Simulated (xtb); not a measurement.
Input file for xtb: GFN1-xTB on Hg, 2S+1 = 1, a spin state set in the input, which need not be the lowest.

```
$ xtb mol.xyz --gfn 1 --sp --chrg 0 --uhf 0
1

Hg     0.00000000     0.00000000     0.00000000
```

The log:

```
[...]
           -------------------------------------------------
          |                Calculation Setup                |
           -------------------------------------------------



           -------------------------------------------------
          |                 G F N 1 - x T B                 |
           -------------------------------------------------

        Reference                      10.1021/acs.jctc.7b00118
      * Hamiltonian:
        H0-scaling (s, p, d)           1.850000    2.250000    2.000000
        zeta-weighting                 0.000000
      * Dispersion:
        s8                             2.400000
        a1                             0.630000
        a2                             5.000000
        s9                             0.000000
      * Repulsion:
        kExp                           1.500000
        rExp                           1.000000
      * Coulomb:
        alpha                          2.000000
        third order                    atomic
        anisotropic                    false
      * Halogen bond correction:
        rad-scale                      1.300000
        damping                        0.440000


          ...................................................
          :                      SETUP                      :
          :.................................................:
          :  # basis functions                   4          :
          :  # atomic orbitals                   4          :
          :  # shells                            2          :
          :  # electrons                         2          :
          :  # halogen bonds                     0          :
          :  max. iterations                   250          :
          :  Hamiltonian                  GFN1-xTB          :
          :  restarted?                      false          :
          :  GBSA solvation                  false          :
          :  PC potential                    false          :
          :  electronic temp.          300.0000000     K    :
          :  accuracy                    1.0000000          :
          :  -> integral cutoff          0.2500000E+02      :
          :  -> integral neglect         0.1000000E-07      :
          :  -> SCF convergence          0.1000000E-05 Eh   :
          :  -> wf. convergence          0.2000000E-04 e    :
          :  Broyden damping             0.4000000          :
          :  net charge                          0          :
          :  unpaired electrons                  0          :
          ...................................................

 iter      E             dE          RMSdq      gap      omega  full diag
   1     -0.9152520 -0.915252E+00  0.000E+00    8.28       8.3  T
   2     -0.9152520  0.000000E+00  0.000E+00    8.28       8.3  T
   3     -0.9152520  0.000000E+00  0.000E+00    8.28       8.3  T

   *** convergence criteria satisfied after 3 iterations ***

         #    Occupation            Energy/Eh            Energy/eV
      -------------------------------------------------------------
         1        2.0000           -0.4576260             -12.4526 (HOMO)
         2                         -0.1532348              -4.1697 (LUMO)
         3                         -0.1532348              -4.1697
         4                         -0.1532348              -4.1697
      -------------------------------------------------------------
                  HL-Gap            0.3043912 Eh            8.2829 eV
             Fermi-level           -0.3054304 Eh           -8.3112 eV

 SCC (total)                   0 d,  0 h,  0 min,  0.001 sec
 SCC setup                      ...        0 min,  0.000 sec ( 10.466%)
Note: The following floating-point exceptions are signalling: IEEE_DENORMAL
normal termination of xtb
 Dispersion                     ...        0 min,  0.000 sec (  3.190%)
 classical contributions        ...        0 min,  0.000 sec (  0.573%)
 integral evaluation            ...        0 min,  0.000 sec ( 17.435%)
 iterations                     ...        0 min,  0.000 sec ( 60.886%)
 molecular gradient             ...        0 min,  0.000 sec (  1.692%)
 printout                       ...        0 min,  0.000 sec (  4.806%)

         :::::::::::::::::::::::::::::::::::::::::::::::::::::
         ::                     SUMMARY                     ::
         :::::::::::::::::::::::::::::::::::::::::::::::::::::
         :: total energy              -0.915251978326 Eh    ::
         :: gradient norm              0.000000000000 Eh/a0 ::
         :: HOMO-LUMO gap              8.282906000000 eV    ::
         ::.................................................::
         :: SCC energy                -0.915251978326 Eh    ::
         :: -> electrostatic           0.000000000000 Eh    ::
         :: repulsion energy           0.000000000000 Eh    ::
         :: dispersion energy          0.000000000000 Eh    ::
         :: halogen bond corr.         0.000000000000 Eh    ::
         :: add. restraining           0.000000000000 Eh    ::
         :: total charge               0.000000000000 e     ::
         :::::::::::::::::::::::::::::::::::::::::::::::::::::

           -------------------------------------------------
          |                Property Printout                |
           -------------------------------------------------

    * Orbital Energies and Occupations

         #    Occupation            Energy/Eh            Energy/eV
      -------------------------------------------------------------
         1        2.0000           -0.4576260             -12.4526 (HOMO)
         2                         -0.1532348              -4.1697 (LUMO)
         3                         -0.1532348              -4.1697
         4                         -0.1532348              -4.1697
      -------------------------------------------------------------
                  HL-Gap            0.3043912 Eh            8.2829 eV
             Fermi-level           -0.3054304 Eh           -8.3112 eV

  Mulliken/CM5 charges         n(s)   n(p)   n(d)
     1Hg    0.00000  0.00000   2.000  0.000  0.000

Wiberg/Mayer (AO) data.
largest (>0.10) Wiberg bond orders for each atom

 ---------------------------------------------------------------------------
     #   Z sym  total        # sym  WBO       # sym  WBO       # sym  WBO
 ---------------------------------------------------------------------------
     1  80 Hg   0.000
 ---------------------------------------------------------------------------


 dipole moment from electron density (au)
     X       Y       Z
   0.0000   0.0000   0.0000  total (Debye):    0.000


           -------------------------------------------------
          | TOTAL ENERGY               -0.915251978326 Eh   |
          | GRADIENT NORM               0.000000000000 Eh/α |
          | HOMO-LUMO GAP               8.282906000000 eV   |
           -------------------------------------------------

------------------------------------------------------------------------
------------------------------------------------------------------------
 total:
 SCF:
```

The run finished.

Cost: very roughly 0.03 core-seconds.
